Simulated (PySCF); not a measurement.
## Radial density of Mo(37+) (molybdenum, charge +37)

UHF, [He] 2s2 2p1, 2P determinant. Computed with PySCF 2.14 in an uncontracted even-tempered set (17 s from 13 bohr⁻², ratio 2.2; 10 p from 17 bohr⁻², ratio 2.2; 6 d from 68 bohr⁻², ratio 2.4; 5 f from 100 bohr⁻², ratio 2.4; 4 g from 150 bohr⁻², ratio 2.4), with the non-relativistic Hamiltonian (point nucleus).

| r (bohr) | 4πr²ρ (e/bohr) | 4πr²(ρα − ρβ) |
| --- | --- | --- |
| 0.000648 | 0.2575 | 0.0000 |
| 0.00109 | 0.7021 | 0.0000 |
| 0.00183 | 1.866 | 0.0000 |
| 0.00308 | 4.753 | 0.0003 |
| 0.00518 | 11.26 | 0.0026 |
| 0.00872 | 23.65 | 0.0180 |
| 0.0147 | 40.45 | 0.1122 |
| 0.0247 | 48.95 | 0.5953 |
| 0.0415 | 34.12 | 2.3992 |
| 0.0698 | 18.05 | 6.1416 |
| 0.117 | 22.58 | 7.3555 |
| 0.197 | 10.34 | 2.4470 |
| 0.332 | 0.4830 | 0.0943 |
| 0.559 | 0.0007177 | 0.0001 |

A non-relativistic calculation at this Z misses sizeable relativistic shifts. Spin-orbit coupling, absent here, splits the open shell strongly.
